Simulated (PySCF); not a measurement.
C4H8Au2S2, SMILES [Au][S]CCCC[S][Au], multiplicity 1. The structure is a stationary point at PBE-D3(BJ)/def2-SVP. The multiplicity is an assumed one; other spin states were not compared. The def2 effective core potentials stand for the cores of Au; spin–orbit coupling is left out. One conformer was computed; it need not be the lowest.

Computed equilibrium geometry at PBE-D3(BJ)/def2-SVP (PySCF confirms it by a frequency run) as bond lengths and angles, and its point group (one conformer of several):
point group C2h.
Atoms: Au1 S2 C3 C4 C5 C6 S7 Au8 H9 H10 H11 H12 H13 H14 H15 H16. Bond lengths (Å): Au1–S2 2.268, S2–C3 1.844, C3–C4 1.532, C3–H9 1.108, C3–H10 1.108, C4–C5 1.536, C4–H11 1.112, C4–H12 1.112, C5–C6 1.532, C5–H13 1.112, C5–H14 1.112, C6–S7 1.844, C6–H15 1.108, C6–H16 1.108, S7–Au8 2.268. Bond angles (°): Au1–S2–C3 104.1, S2–C3–C4 107.4, S2–C3–H9 110.0, S2–C3–H10 110.0, C4–C3–H9 110.5, C4–C3–H10 110.5, H9–C3–H10 108.5, C3–C4–C5 111.9, C3–C4–H11 109.4, C3–C4–H12 109.4, C5–C4–H11 109.8, C5–C4–H12 109.8, H11–C4–H12 106.4, C4–C5–C6 111.9, C4–C5–H13 109.8, C4–C5–H14 109.8, C6–C5–H13 109.4, C6–C5–H14 109.4, H13–C5–H14 106.4, C5–C6–S7 107.4, C5–C6–H15 110.5, C5–C6–H16 110.5, S7–C6–H15 110.0, S7–C6–H16 110.0, H15–C6–H16 108.5, C6–S7–Au8 104.1.
Charge 0, spin multiplicity 1.
